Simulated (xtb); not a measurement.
xtb input (GFN1-xTB):

```bash
xtb mol.xyz --gfn 1 --opt tight --chrg 0 --uhf 0
```
mol.xyz:
```
2

Ge    -0.00000000    -0.00000000    -0.32649326
O      0.00000000     0.00000000     1.30597304
```

Output:

```
           -------------------------------------------------
          |                Calculation Setup                |
           -------------------------------------------------

           -------------------------------------------------
          |                 G F N 1 - x T B                 |
           -------------------------------------------------

        Reference                      10.1021/acs.jctc.7b00118
      * Hamiltonian:
        H0-scaling (s, p, d)           1.850000    2.250000    2.000000
        zeta-weighting                 0.000000
      * Dispersion:
        s8                             2.400000
        a1                             0.630000
        a2                             5.000000
        s9                             0.000000
      * Repulsion:
        kExp                           1.500000
        rExp                           1.000000
      * Coulomb:
        alpha                          2.000000
        third order                    atomic
        anisotropic                    false
      * Halogen bond correction:
        rad-scale                      1.300000
        damping                        0.440000

          ...................................................
          :                      SETUP                      :
          :.................................................:
          :  # basis functions                  14          :
          :  # atomic orbitals                  13          :
          :  # shells                            5          :
          :  # electrons                        10          :
          :  # halogen bonds                     0          :
          :  max. iterations                   250          :
          :  Hamiltonian                  GFN1-xTB          :
          :  restarted?                      false          :
          :  GBSA solvation                  false          :
          :  PC potential                    false          :
          :  electronic temp.          300.0000000     K    :
          :  accuracy                    1.0000000          :
          :  -> integral cutoff          0.2500000E+02      :
          :  -> integral neglect         0.1000000E-07      :
          :  -> SCF convergence          0.1000000E-05 Eh   :
          :  -> wf. convergence          0.2000000E-04 e    :
          :  Broyden damping             0.4000000          :
          :  net charge                          0          :
          :  unpaired electrons                  0          :
          ...................................................

 iter      E             dE          RMSdq      gap      omega  full diag
   1     -6.3351755 -0.633518E+01  0.712E+00    4.33       0.0  T
   2     -6.3455043 -0.103287E-01  0.255E+00    3.74       1.0  T
   3     -6.3393203  0.618393E-02  0.255E+00    3.71       1.0  T
   4     -6.3497439 -0.104235E-01  0.545E-01    3.53       1.0  T
   5     -6.3500380 -0.294097E-03  0.142E-01    3.61       1.0  T
   6     -6.3500706 -0.326604E-04  0.244E-03    3.59      29.0  T
   7     -6.3500705  0.129557E-06  0.780E-03    3.59       9.1  T
[...]
         8                         -0.1448023              -3.9403
         9                         -0.1448023              -3.9403
        10                         -0.1065959              -2.9006
       ...                                ...                  ...
        13                          0.2210782               6.0158
      -------------------------------------------------------------
                  HL-Gap            0.1341847 Eh            3.6514 eV
             Fermi-level           -0.3463159 Eh           -9.4237 eV

 SCC (total)                   0 d,  0 h,  0 min,  0.001 sec
 SCC setup                      ...        0 min,  0.000 sec (  4.278%)
 Dispersion                     ...        0 min,  0.000 sec (  0.757%)
 classical contributions        ...        0 min,  0.000 sec (  0.324%)
 integral evaluation            ...        0 min,  0.000 sec ( 43.826%)
 iterations                     ...        0 min,  0.000 sec ( 14.120%)
 molecular gradient             ...        0 min,  0.000 sec ( 30.895%)
 printout                       ...        0 min,  0.000 sec (  4.999%)

         :::::::::::::::::::::::::::::::::::::::::::::::::::::
         ::                     SUMMARY                     ::
         :::::::::::::::::::::::::::::::::::::::::::::::::::::
         :: total energy              -6.333627486993 Eh    ::
         :: gradient norm              0.000655111534 Eh/a0 ::
         :: HOMO-LUMO gap              3.651351460747 eV    ::
         ::.................................................::
         :: SCC energy                -6.354392897866 Eh    ::
         :: -> electrostatic           0.060338849167 Eh    ::
         :: repulsion energy           0.020985311519 Eh    ::
         :: dispersion energy         -0.000219900646 Eh    ::
         :: halogen bond corr.         0.000000000000 Eh    ::
         :: add. restraining           0.000000000000 Eh    ::
         :: total charge              -0.000000000000 e     ::
         :::::::::::::::::::::::::::::::::::::::::::::::::::::

           -------------------------------------------------
          |                Property Printout                |
           -------------------------------------------------

    * Orbital Energies and Occupations

         #    Occupation            Energy/Eh            Energy/eV
      -------------------------------------------------------------
         1        2.0000           -0.6855454             -18.6546
         2        2.0000           -0.5402339             -14.7005
         3        2.0000           -0.4738705             -12.8947
         4        2.0000           -0.4738705             -12.8947
         5        2.0000           -0.4134082             -11.2494 (HOMO)
         6                         -0.2792235              -7.5981 (LUMO)
         7                         -0.2792235              -7.5981
         8                         -0.1448023              -3.9403
         9                         -0.1448023              -3.9403
        10                         -0.1065959              -2.9006
        11                         -0.0937170              -2.5502
        12                         -0.0937170              -2.5502
        13                          0.2210782               6.0158
      -------------------------------------------------------------
                  HL-Gap            0.1341847 Eh            3.6514 eV
             Fermi-level           -0.3463159 Eh           -9.4237 eV

  Mulliken/CM5 charges         n(s)   n(p)   n(d)
     1Ge    0.53473  0.57829   1.776  1.443  0.246
     2O    -0.53473 -0.57829   1.752  4.783  0.000

Wiberg/Mayer (AO) data.
largest (>0.10) Wiberg bond orders for each atom

 ---------------------------------------------------------------------------
     #   Z sym  total        # sym  WBO       # sym  WBO       # sym  WBO
 ---------------------------------------------------------------------------
     1  32 Ge   2.261 --     2 O    2.261
     2   8 O    2.261 --     1 Ge   2.261
 ---------------------------------------------------------------------------

Topologies differ in total number of bonds
Writing topology from bond orders to xtbtopo.mol

 dipole moment from electron density (au)
     X       Y       Z
   0.0000  -0.0000  -1.6262  total (Debye):    4.133

           -------------------------------------------------
          |                Geometry Summary                 |
           -------------------------------------------------

      molecular mass/u    :       88.6269551
   center of mass at/Å    :        0.0000000       0.0000000      -0.0237911
  moments of inertia/u·Å² :        0.0000000E+00   0.3387659E+02   0.3387659E+02
rotational constants/cm⁻¹ :             Infinity   0.4976189E+00   0.4976189E+00

 * 1 selected distances

     #   Z          #   Z                                           value/Å
     0   0          0   0                                         0.0000000 (max)

 * 0 distinct bonds (by element types)

   Z      Z             #   av. dist./Å        max./Å        min./Å

optimized geometry written to: xtbopt.xyz

           -------------------------------------------------
          | TOTAL ENERGY               -6.333627486993 Eh   |
          | GRADIENT NORM               0.000655111534 Eh/α |
          | HOMO-LUMO GAP               3.651351460747 eV   |
Note: The following floating-point exceptions are signalling: IEEE_DIVIDE_BY_ZERO IEEE_DENORMAL
normal termination of xtb
           -------------------------------------------------

------------------------------------------------------------------------
------------------------------------------------------------------------
 total:
 SCF:
 ANC optimizer:
```
